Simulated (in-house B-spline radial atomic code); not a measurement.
Results of a calculation; reference values are marked as such.
# Pd in an electron gas of r_s = 1.5: phase shifts, screening and friction

A nucleus sits in a uniform electron gas with a rigid positive background. The Kohn-Sham equations are solved self-consistently in the spin-unpolarised LDA (PW92), non-relativistic, on B-splines with outgoing waves at the boundary and partial waves to l = 8. The model has no lattice, no bands and no magnetic solution. Atomic units; δ_l are the phase shifts at the Fermi level, counted so that each bound state adds π, and good to about 0.0005.

The density parameter is r_s = 1.5 bohr.

```tsv
l	δ_l (rad)
0	11.7791
1	9.3429
2	5.9652
3	0.2709
4	0.0552
5	0.0138
6	0.0038
7	0.0010
8	0.0003
```

Bound levels below the band bottom (hartree): s -21.57, p -18.08, d -11.63, s -2.505, p -1.443 and deeper ones.

Task: Check the Friedel sum rule, and say where the screening charge sits.

Result: k_F = (9π/4)^(1/3)/r_s = 1.27944. The rule is Z = (2/π) Σ (2l + 1) δ_l. The terms are s 7.499, p 17.844, d 18.988, f 1.207 and 0.457 beyond, in all 45.995 against Z = 46. Bound states hold 8 s, 18 p, 10 d electrons, so the scattering states carry 9.99 in all; where a term is smaller than its bound count, the bound level has drawn weight out of the band.

Task: Find the transport cross section and the electronic stopping of a 10 keV Pd ion (mass 106.42 u).

Result: σ_tr = (4π/k_F²) Σ (l + 1) sin²(δ_l − δ_(l+1)). The terms for l = 0 to 3 are 0.4203, 0.1094, 0.9255, 0.1832, all together 1.6478, so σ_tr = 7.677 × 1.6478 = 12.649 bohr². With n = 3/(4π r_s³) = 0.07074, the friction coefficient is Q = n k_F σ_tr = 1.1448. For v well below v_F = 1.279, dE/dx = Q v; with 24801 eV per u at v = 1, v = √(10000/(24801 × 106.42)) = 0.0616, so dE/dx = 0.07047 hartree/bohr = 36.2 eV/nm. The largest term couples the d and f waves.
